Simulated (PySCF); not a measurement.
# Charge on either side of a bond

Species: C4H10Si2.
SMILES with atom numbers: `[CH:1]#[C:2][Si@@H:3]([SiH3:4])[CH2:5][CH3:6]` (hydrogens: H7 on C1; H8 on Si3; H9, H10, H11 on Si4; H12, H13 on C5; H14, H15, H16 on C6)

Geometry (GFN2-xTB, Å), atoms numbered from 1 in this order:
```xyz
16
C4H10Si2 angstrom
C     -2.1341    2.6913   -0.3843
C     -1.4814    1.7538   -0.0080
Si    -0.5001    0.2756    0.5358
Si    -1.4578   -1.6836   -0.2480
C      1.2646    0.5499   -0.1493
C      2.2186   -0.5727    0.2383
H     -2.6997    3.5180   -0.7080
H     -0.4280    0.3795    2.0087
H     -2.7904   -1.8941    0.3217
H     -0.6653   -2.8709    0.0943
H     -1.6076   -1.6945   -1.7063
H      1.6613    1.4985    0.2169
H      1.2300    0.6326   -1.2377
H      2.2903   -0.6573    1.3215
H      1.8730   -1.5279   -0.1548
H      3.2190   -0.3891   -0.1521
```

Atomic charges (e) from the PBE0/pcSseg-1 density (PySCF):

```json
{"atom": "C1", "Mulliken": "-0.2216", "IAO": "-0.1989", "Hirshfeld": "-0.0929", "ESP-fitted": "-0.3123"}
{"atom": "C2", "Mulliken": "-0.1601", "IAO": "-0.3134", "Hirshfeld": "-0.1575", "ESP-fitted": "-0.2255"}
{"atom": "Si3", "Mulliken": "+0.5278", "IAO": "+0.6282", "Hirshfeld": "+0.2959", "ESP-fitted": "+0.3608"}
{"atom": "Si4", "Mulliken": "+0.1969", "IAO": "+0.2787", "Hirshfeld": "+0.2175", "ESP-fitted": "+0.1785"}
{"atom": "C5", "Mulliken": "-0.5564", "IAO": "-0.5154", "Hirshfeld": "-0.1514", "ESP-fitted": "-0.0209"}
{"atom": "C6", "Mulliken": "-0.2964", "IAO": "-0.4108", "Hirshfeld": "-0.1176", "ESP-fitted": "-0.2022"}
{"atom": "H7", "Mulliken": "+0.0613", "IAO": "+0.2013", "Hirshfeld": "+0.0956", "ESP-fitted": "+0.2917"}
{"atom": "H8", "Mulliken": "-0.0411", "IAO": "-0.1028", "Hirshfeld": "-0.0728", "ESP-fitted": "-0.0861"}
{"atom": "H9", "Mulliken": "-0.0523", "IAO": "-0.0912", "Hirshfeld": "-0.0714", "ESP-fitted": "-0.0612"}
{"atom": "H10", "Mulliken": "-0.0634", "IAO": "-0.0989", "Hirshfeld": "-0.0736", "ESP-fitted": "-0.0761"}
{"atom": "H11", "Mulliken": "-0.0548", "IAO": "-0.0920", "Hirshfeld": "-0.0706", "ESP-fitted": "-0.0569"}
{"atom": "H12", "Mulliken": "+0.1499", "IAO": "+0.1520", "Hirshfeld": "+0.0425", "ESP-fitted": "+0.0344"}
{"atom": "H13", "Mulliken": "+0.1464", "IAO": "+0.1471", "Hirshfeld": "+0.0388", "ESP-fitted": "+0.0196"}
{"atom": "H14", "Mulliken": "+0.1190", "IAO": "+0.1373", "Hirshfeld": "+0.0390", "ESP-fitted": "+0.0457"}
{"atom": "H15", "Mulliken": "+0.1209", "IAO": "+0.1341", "Hirshfeld": "+0.0359", "ESP-fitted": "+0.0477"}
{"atom": "H16", "Mulliken": "+0.1239", "IAO": "+0.1446", "Hirshfeld": "+0.0426", "ESP-fitted": "+0.0627"}
```

Question: Cut each of the bonds C1–C2, C2–Si3, Si4–Si3, C5–Si3 and C6–C5 in turn and sum the charges on the side of the atom named first.

Answer: In e; the other side holds the opposite charge:

```csv
bond cut,piece,atoms,Mulliken,IAO,Hirshfeld,ESP-fitted
C1–C2,CH,2,-0.160,+0.002,+0.003,-0.021
C2–Si3,C2H,3,-0.320,-0.311,-0.155,-0.246
Si4–Si3,SiH3,4,+0.026,-0.003,+0.002,-0.016
C5–Si3,C2H5,7,-0.193,-0.211,-0.070,-0.013
C6–C5,CH3,4,+0.067,+0.005,0.000,-0.046
```

Extremes among these pieces. Mulliken: lowest C2H at C2, highest CH3 at C6; IAO: lowest C2H at C2, highest CH3 at C6; Hirshfeld: lowest C2H at C2, highest CH at C1; ESP-fitted: lowest C2H at C2, highest C2H5 at C5.

Question: Do the schemes agree better on the pieces than on the single atoms at the cuts?

Answer: The spread between schemes averages 0.136 e for the pieces and 0.261 e for the atoms named first; it is smaller for the piece at 4 of the 5 cuts. On average they agree better on the pieces. The sign differs between schemes (beyond ±0.03 e) for CH3 at C6.

One conformer (not necessarily the lowest) at the GFN2-xTB geometry, without solvent, vibrations or thermal averaging.
